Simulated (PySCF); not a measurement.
Os(CO) (COOs), SMILES [O+]#[C-]->[Os] (connectivity only; charge and spin as stated), neutral, multiplicity 3. Atoms are numbered in the order given.

```xyz
3

Os     0.0000     0.0000     0.3811
O      0.0000     0.0000    -2.5653
C      0.0000     0.0000    -1.4075
```
Charge 0, spin multiplicity 3.

Coordinates come from a B3LYP-D3(BJ)/def2-TZVP optimisation. The multiplicity is an assumed one; other spin states were not compared. The def2 effective core potentials stand for the cores of Os; spin–orbit coupling is left out.

The numbers are results of M06-2X/def2-TZVPD (PySCF), not measurements.

Mulliken values depend strongly on the basis, most of all with diffuse functions as here. ESP charges are fitted to the potential on shells at 1.4 to 2.0 van der Waals radii. Atomic charges (e):

```json
[
 {"atom": "Os1", "Mulliken": "0.04", "ESP fit": "[?]", "Mulliken spin": "2.15"},
 {"atom": "O2", "Mulliken": "-0.39", "ESP fit": "[?]", "Mulliken spin": "-0.07"},
 {"atom": "C3", "Mulliken": "0.35", "ESP fit": "[?]", "Mulliken spin": "-0.08"}
]
```

Task: Fill in the missing entries. (An estimate is asked for; the answer gives what the named calculation found.)

Result: 
- Os1, ESP fit: 0.34
- O2, ESP fit: -0.11
- C3, ESP fit: -0.23
